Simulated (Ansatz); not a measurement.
```yaml
crystal:
  periodic: [false, false, false]
  atoms:
    - {symbol: Li, position_ang: [0.442831, 0.710003, -3.447660]}
    - {symbol: F, position_ang: [1.716749, -0.007789, -2.368924]}
    - {symbol: Li, position_ang: [0.822976, -1.546794, -2.630232]}
    - {symbol: F, position_ang: [-0.552769, -0.846574, -3.509525]}
    - {symbol: Li, position_ang: [-1.637288, 0.038199, -2.389890]}
    - {symbol: F, position_ang: [-0.857907, 1.642010, -2.630760]}
    - {symbol: Li, position_ang: [-0.369984, 2.403088, -1.146796]}
    - {symbol: F, position_ang: [1.259756, 2.210901, -0.386157]}
    - {symbol: Li, position_ang: [1.972445, 0.601846, -0.709891]}
    - {symbol: F, position_ang: [1.964401, -0.562127, 0.724337]}
    - {symbol: Li, position_ang: [1.118210, -2.112578, 0.414163]}
    - {symbol: F, position_ang: [0.473762, -2.495889, -1.213169]}
    - {symbol: Li, position_ang: [-1.113735, -2.113769, -0.420160]}
    - {symbol: F, position_ang: [-1.963222, -0.564235, -0.725979]}
    - {symbol: F, position_ang: [-0.468492, -2.500330, 1.206067]}
    - {symbol: Li, position_ang: [-1.973654, 0.595594, 0.711596]}
    - {symbol: F, position_ang: [-1.264546, 2.207148, 0.392432]}
    - {symbol: Li, position_ang: [0.364794, 2.400568, 1.153631]}
    - {symbol: F, position_ang: [0.854393, 1.636346, 2.635423]}
    - {symbol: Li, position_ang: [1.637234, 0.034890, 2.389952]}
    - {symbol: Li, position_ang: [-0.819681, -1.556076, 2.625878]}
    - {symbol: F, position_ang: [-1.716659, -0.018175, 2.368874]}
    - {symbol: Li, position_ang: [-0.444239, 0.699167, 3.449731]}
    - {symbol: F, position_ang: [0.554615, -0.855405, 3.507078]}
basis:
  gaussian: {orbitals: def2-TZVP, initial_orbitals: start.molden}
total_charge: -1
magnetization: {spin_polarized: true, initial_magnetization: 1}
hamiltonian: {xc: pbe0, dispersion: d4}
scf: {omitted_lower_state_checks: [starts]}
output: {orbitals: {seedname: orbitals}}
```

The file start.molden holds the orbitals of an earlier run on this structure, at another level or in another basis.

```sh
$ ansatz run in.yaml --threads 4 --pin off --events-out ev --progress --plain --max-ram 6963MiB
```

**Question.** Does this run fit into the memory that it is given?

**Answer.** No. It has 540 basis functions, and Ansatz plans for 10 GiB where 7 GiB are given.
